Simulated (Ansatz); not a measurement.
A run for Ansatz (a program for electronic structure): R-B3LYP/def2-TZVPP on FH3Si (SMILES F[SiH3]).

Ansatz 0.2 input:
```yaml
crystal:
  periodic: [false, false, false]
  atoms:
    - {symbol: Si, position_ang: [-0.04229528, 0.00113394, -0.00933221]}
    - {symbol: F, position_ang: [1.52561026, -0.04016632, 0.33677789]}
    - {symbol: H, position_ang: [-0.38344659, 1.36894952, -0.45033306]}
    - {symbol: H, position_ang: [-0.30454826, -0.97405984, -1.08729506]}
    - {symbol: H, position_ang: [-0.79542014, -0.35575730, 1.21018244]}
basis:
  gaussian:
    orbitals: def2-TZVPP
hamiltonian:
  xc: {name: B3LYP}
scf: {lower_state_search: off}
```

The log:

```
WARN ansatz: RAYON_NUM_THREADS=4 ignored (pool sized by the plan → 4); use --threads N
Functional definition: B3LYP
these checks for a lower state are left out or cut short: stability, starts, cluster_reference, orbital_swaps, neighbouring_geometries, increment
integrals: 0.03 GiB planned
624 factors; their error is unknown
mean field: 0.31 GiB planned
mean field evaluation 1: about -10645.4635 eV, gradient 3.3e1 eV
mean field evaluation 2: about -10643.0185 eV, gradient 5.5e1 eV
mean field evaluation 4: about -10646.9956 eV, gradient 5.9e-1 eV
mean field evaluation 8: about -10647.0127 eV, gradient 1.3e-1 eV
mean field evaluation 16: about -10647.0128 eV, gradient 5.0e-6 eV
mean field -10647.01276170 eV, -391.2705021880 hartree, gradient 5.0e-6 eV, S^2 0.000000; 0 other end points of the search recorded, 0 dependent functions left out
reference -10647.01295966 eV, -391.2705094629 hartree; 13, 13 occupied and 102, 102 virtual orbitals, 624 factors
Total energy: -10647.01295966 eV, -391.2705094629 hartree
Checks for a lower state left out: stability, starts, cluster_reference, orbital_swaps, neighbouring_geometries, increment
```

The calculation finished and met its thresholds.

Cost: roughly 1.0 core-seconds.
